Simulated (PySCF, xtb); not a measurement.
H2Se2, SMILES [SeH][SeH].

Coordinates come from a PBE0-D3(BJ)/def2-TZVP optimisation.

Method: C-PCM-PBE0/def2-SVP in PySCF.

The values are the electrostatic part of the solvation free energy, E(continuum) − E(gas) at the gas-phase geometry, in a cavity of scaled van der Waals radii (PySCF's table); cavitation and dispersion terms are not included. In vacuum the orbital gap is 5.62 eV. The dipole moment in vacuum is 1.04 D.

Computed values in water (ε = 78.36), chlorobenzene (ε = 5.70), ethanol (ε = 24.85):
```csv
solvent,ε,ΔG(elec) (kcal/mol),dipole (D),gap (eV)
water,78.36,-2.7,1.48,5.71
chlorobenzene,5.70,-2.2,1.39,5.69
ethanol,24.85,-2.6,1.46,5.70
```

For comparison, GFN2-xTB/ALPB(water) (xtb, at the GFN2-xTB geometry, all terms of that model) gives -1.0 kcal/mol.
